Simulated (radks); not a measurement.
Excited configurations of the ytterbium ion Yb36+: one electron is placed in a higher orbital outside [Ar] 3d10 4s2 4p3. The ground configuration is [Ar] 3d10 4s2 4p4. All-electron calculation, Dirac Kohn-Sham, PBEsol, spin-unpolarised, spherical densities, finite nucleus; open shells fill j = l - 1/2 first; Fermi nuclear charge, rms radius 5.3108 fm. Program: a radial shooting solver on a logarithmic mesh with Libxc functionals. Excitation = E - E(ground); binding = E(ion) - E, where the ion is the core of charge +37; n* = 37/sqrt(2 binding) in atomic units. These energies are relativistic, and a one-electron ion of charge +37 with no core already has n* below n in this formula (Dirac formula, point nucleus: 4f5/2 3.995, 5s1/2 4.968, 5p1/2 4.968, 5d3/2 4.987, 6s1/2 5.967, 7s1/2 6.967, 7p1/2 6.967, 7d3/2 6.986, 7f5/2 6.992). The quantum defect is therefore taken as that value minus n*, so that it holds no relativistic shift of the bare ion.

| outer orbital | excitation (eV) | binding (eV) | n* | quantum defect | eigenvalue (eV) | <r> (bohr) |
|---|---|---|---|---|---|---|
| 4f5/2 | 317.27 | 1302.3 | 3.782 | 0.213 | -1274.3 | 0.4153 |
| 5s1/2 | 591.87 | 1027.7 | 4.257 | 0.711 | -1013.1 | 0.7400 |
| 5p1/2 | 633.06 | 986.51 | 4.345 | 0.623 | -972.00 | 0.7457 |
| 5d3/2 | 730.51 | 889.06 | 4.577 | 0.410 | -875.14 | 0.7750 |
| 6s1/2 | 946.36 | 673.21 | 5.260 | 0.707 | -664.68 | 1.127 |
| 7s1/2 | 1144.3 | 475.28 | 6.260 | 0.707 | -469.44 | 1.594 |
| 7p1/2 | 1157.8 | 461.77 | 6.351 | 0.616 | -456.01 | 1.614 |
| 7d3/2 | 1189.5 | 430.05 | 6.581 | 0.404 | -424.55 | 1.681 |
| 7f5/2 | 1214.5 | 405.08 | 6.781 | 0.211 | -399.59 | 1.703 |

The Delta-SCF ionisation energy is 1619.6 eV (NIST Atomic Spectra Database: 1618 eV, theoretical). Self-interaction in the functional shifts the binding energies and quantum defects, so they are the method's values and not measured ones. Spin polarisation and multiplet splitting are left out, so open shells lie too high by an amount that depends on their filling.

Beside tabulated values, note that spin-unpolarised runs miss the spin-polarisation part of the exchange energy of open shells.
